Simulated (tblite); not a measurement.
Compound: C8H16P (charge +1).
SMILES with atom numbers: `[CH2:1]=[C:2]([CH3:3])[P+:4]([CH3:5])([CH3:6])[CH:7]1[CH2:8][CH2:9]1` (hydrogens: H10, H11 on C1; H12, H13, H14 on C3; H15, H16, H17 on C5; H18, H19, H20 on C6; H21 on C7; H22, H23 on C8; H24, H25 on C9)

Cartesian coordinates in Å at the GFN2-xTB level; atoms count from 1:
```
atom  x, y, z in Å
C1     1.680   -1.115    1.318
C2     1.360   -0.300    0.320
C3     2.188   -0.083   -0.906
P4    -0.186    0.645    0.388
C5    -0.692    0.956    2.098
C6     0.036    2.246   -0.427
C7    -1.526   -0.236   -0.439
C8    -1.244   -1.401   -1.351
C9    -1.825   -1.648   -0.003
H10    2.586   -1.698    1.292
H11    1.071   -1.230    2.199
H12    1.576   -0.088   -1.808
H13    2.946   -0.858   -0.994
H14    2.696    0.880   -0.853
H15   -1.553    1.624    2.093
H16   -0.976    0.023    2.584
H17    0.125    1.423    2.648
H18    0.833    2.802    0.065
H19    0.284    2.107   -1.478
H20   -0.892    2.812   -0.353
H21   -2.361    0.412   -0.685
H22   -1.875   -1.513   -2.219
H23   -0.219   -1.696   -1.519
H24   -1.185   -2.100    0.742
H25   -2.859   -1.942    0.076
```

Method: GFN2-xTB as coded in tblite; computed harmonic values from a numerical Hessian at the method's own geometry, unscaled. This tight-binding method is rough: wavenumbers can miss measured ones by several per cent, in bad cases by 10 to 20. One conformer, not necessarily the lowest.

Harmonic wavenumbers (cm⁻¹): 36.2, 65.6, 107.9, 142.1, 153.7, 176.0, 178.8, 190.6, 212.8, 235.7, 274.4, 292.7, 351.1, 365.3, 445.8, 587.0, 675.8, 698.6, 764.8, 777.2, 801.5, 812.2, 835.7, 854.6, 889.9, 907.9, 926.1, 930.9, 956.1, 986.3, 996.5, 1024.0, 1033.2, 1054.4, 1077.0, 1089.0, 1145.1, 1180.8, 1199.4, 1312.4, 1315.3, 1321.6, 1379.7, 1393.0, 1397.5, 1402.0, 1405.5, 1408.7, 1423.2, 1457.1, 1462.4, 1470.4, 1672.5, 2994.9, 2998.9, 3000.7, 3002.1, 3003.0, 3010.0, 3011.3, 3014.4, 3015.3, 3055.6, 3078.0, 3096.4, 3102.9, 3109.5, 3120.7, 3129.5.

A = 1480, B = 1232, C = 1070 MHz; mass 143.099 u (most abundant isotopes); point group C1, symmetry number 1.

Problem. What is the zero-point energy?

Solution. Half the sum of the wavenumbers: 46999 cm⁻¹ = 134.38 kcal/mol.

Problem. What is S at 500 K and 1 bar for an ideal gas of classical rigid rotors and harmonic oscillators?

Solution. Translation 43.38, rotation 31.03, vibration 66.12: S = 140.5 cal/(mol K).

Problem. And Cp and H(500 K) − H(0)?

Solution. Cp = 72.52 cal/(mol K), of which vibrations give 64.57 (their classical limit is 69 R = 137.1); H(500 K) − H(0) = 20.85 kcal/mol without the zero-point energy, 16.88 from vibrations.

Problem. How do the functions run with temperature in this model?

Solution. 
| T (K) | S (cal/(mol K)) | Cp (cal/(mol K)) | H − H(0) (kcal/mol) | G − H(0) (kcal/mol) | ln q(vib) |
| --- | --- | --- | --- | --- | --- |
| 150 | 83.7 | 29.8 | 2.82 | -9.74 | 4.04 |
| 250 | 101.6 | 41.8 | 6.38 | -19.03 | 7.63 |
| 298.15 | 109.6 | 48.2 | 8.55 | -24.12 | 9.32 |
| 400 | 125.6 | 61.4 | 14.14 | -36.10 | 12.86 |
| 600 | 154.6 | 81.7 | 28.58 | -64.17 | 19.65 |
| 900 | 191.8 | 101.5 | 56.30 | -116.31 | 29.24 |

q(vib) and H(0) count from the zero-point level.

Problem. Blend soft modes into free rotors: weight 1/[1 + (100 cm⁻¹/ν̃)⁴] for the oscillator and the rest for a rotor with moment μB/(μ + B), μ = h/(8π²ν), B = 10⁻⁴⁴ kg m². What vibrational entropy results?

Solution. 61.92 cal/(mol K) in place of 66.12, which changes −T·S at 500 K by +2.10 kcal/mol.

Problem. What must be added to the electronic energy to get the Gibbs energy at 500 K and 1 bar?

Solution. ZPE + [H(500 K) − H(0)] − T·S = 134.38 + 20.85 − 70.26 = 84.97 kcal/mol.

Problem. Which modes carry the vibrational entropy at 500 K?

Solution. 36.2 cm⁻¹: 6.48; 65.6 cm⁻¹: 5.30; 107.9 cm⁻¹: 4.32; 142.1 cm⁻¹: 3.78; 153.7 cm⁻¹: 3.62; 176.0 cm⁻¹: 3.36 cal/(mol K); the other 63 give 39.25 together.

Hindered rotation and anharmonicity are outside this model. Other conformers, if any are populated, would add a mixing term that is left out. The structure is chiral; the term R ln 2 for an equal mix with its mirror image is left out.
